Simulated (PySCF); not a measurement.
Atom-mapped SMILES (the numbers label the heavy atoms): `[CH2:1]=[CH:2][c:3]1[cH:4][c:5]([S:6][CH3:7])[n:8][n:9][n:10]1`. Each H is labelled by its parent atom. Ha(C1) is cis to C3; Hb(C1) is trans to C3.

Theory: geometry from PBE0-D3(BJ)/def2-SVP, B3LYP/pcSseg-1 with gauge-including orbitals, in PySCF 2.14 (no solvent, non-relativistic Hamiltonian, one averaged value for each set of equivalent atoms, one computed conformer).

**Question.** List the cross peaks expected in HSQC, COSY and HMBC spectra.

**Answer.** 

HSQC (one-bond C–H):
| δH | δC |
| --- | --- |
| 7.92 (Ha(C1)) | 136.3 (C1) |
| 6.44 (H(C4)) | 116.2 (C4) |
| 6.37 (H(C2)) | 140.4 (C2) |
| 6.09 (Hb(C1)) | 136.3 (C1) |
| 2.65 (H(C7)) | 18.4 (C7) |

COSY cross peaks (H two or three bonds apart, from the bond graph; peaks can be absent where the dihedral angle is near 90°):
| δH | δH |
| --- | --- |
| 7.92 (Ha(C1)) | 6.37 (H(C2)) |
| 7.92 (Ha(C1)) | 6.09 (Hb(C1)) |
| 6.37 (H(C2)) | 6.09 (Hb(C1)) |

HMBC (two and three bonds, from the bond graph):
| δH | δC |
| --- | --- |
| 7.92 (Ha(C1)) | 152.7 (C3), 140.4 (C2) |
| 6.44 (H(C4)) | 172.3 (C5), 152.7 (C3), 140.4 (C2) |
| 6.37 (H(C2)) | 152.7 (C3), 136.3 (C1), 116.2 (C4) |
| 6.09 (Hb(C1)) | 152.7 (C3), 140.4 (C2) |
| 2.65 (H(C7)) | 172.3 (C5) |

Referencing at the same level of theory: $^{1}$H (31.38 ppm) and $^{13}$C (179.24 ppm) vs TMS.

Short H···H contacts in this conformer between protons four or more bonds apart (candidates for NOE cross peaks, intensity ∝ r⁻⁶): H(C2)···H(C4) 2.49 Å.

Shifts are as computed. Against solution values, carbons near 30 ppm lie about +2 ppm off and those near 130 ppm about +6 ppm. Of 1313 compounds with measured shifts, 239 miss one by over three times the rms of a fit or turn the order of signals round; such compounds aren't used in these exercises.
